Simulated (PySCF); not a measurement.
Circular dichroism: SMILES BrC1=C[C@@H]2[C@@H]3C=C[C@H]1[C@H]23, C$_{8}$H$_{7}$Br

Geometry:
```tsv
atom	x (Å)	y (Å)	z (Å)
Br1	-1.371	2.056	2.197
C2	-0.996	0.795	0.847
C3	-1.283	-0.509	0.881
C4	-0.791	-1.150	-0.337
C5	0.717	-1.053	-0.705
C6	1.621	-0.316	0.178
C7	1.210	0.942	0.336
C8	-0.127	1.152	-0.338
C9	-0.277	-0.068	-1.247
H10	-1.808	-1.029	1.661
H11	-1.302	-2.025	-0.710
H12	1.097	-1.875	-1.293
H13	2.496	-0.761	0.618
H14	1.654	1.695	0.962
H15	-0.302	2.131	-0.777
H16	-0.544	0.026	-2.286
```

Method used: TDDFT LC-wPBE/def2-SVPD circular dichroism and optical rotation, one conformer, gas phase (PySCF 2.14.0). Geometry: GFN2-xTB.

The calculation is non-relativistic, which matters for the atoms heavier than Zn.

What are the CIP labels of the stereocentres?

C4 R, C5 S, C8 S, C9 S.

Which excitations and rotatory strengths does the calculation give?

Rotatory strengths R in 10⁻⁴⁰ esu² cm², velocity form and length form (origin at the centre of mass); f in length form.
```
state  E (eV)  λ (nm)      f  R (velocity)  R (length)                                    main
    1    5.82     213  0.033         -57.4       -63.3                          HOMO→LUMO 0.62
    2    5.96     208  0.029         -72.9       -68.6        HOMO→LUMO+1 0.50, HOMO→LUMO 0.09
    3    6.20     200  0.078        +106.9      +108.2        HOMO−1→LUMO 0.68, HOMO→LUMO 0.11
    4    6.67     186  0.083         +57.7       +56.0      HOMO→LUMO+3 0.64, HOMO−1→LUMO 0.12
    5    6.85     181  0.146         -25.7       -22.9    HOMO−1→LUMO+3 0.70, HOMO→LUMO+3 0.08
    6    6.95     178  0.006          +5.0        +5.5  HOMO−2→LUMO+1 0.47, HOMO−2→LUMO+9 0.09
    7    7.37     168  0.009          -1.3        -1.1      HOMO→LUMO+2 0.68, HOMO→LUMO+4 0.09
    8    7.42     167  0.004          -5.9        -6.1    HOMO−2→LUMO 0.66, HOMO−2→LUMO+1 0.09
    9    7.57     164  0.027         -18.6       -18.4  HOMO−1→LUMO+2 0.49, HOMO−1→LUMO+1 0.13
   10    7.84     158  0.007         +24.2       +23.6  HOMO−1→LUMO+1 0.31, HOMO−1→LUMO+5 0.15
   11    7.87     158  0.020          +1.4        +0.9    HOMO−3→LUMO 0.48, HOMO−2→LUMO+3 0.08
   12    7.97     156  0.009         +13.0       +12.0      HOMO→LUMO+6 0.38, HOMO→LUMO+1 0.11
```

Among the states computed, the strongest CD band (largest |R|) is state 3. The largest dissymmetry factor in size, g = 4R/(D+G), with D and G the electric and magnetic dipole strengths, is +0.037 for state 10 (velocity form, f = 0.008), among bands with |R| over 0.5. The mirror image has the same energies and oscillator strengths and all R with the opposite sign.
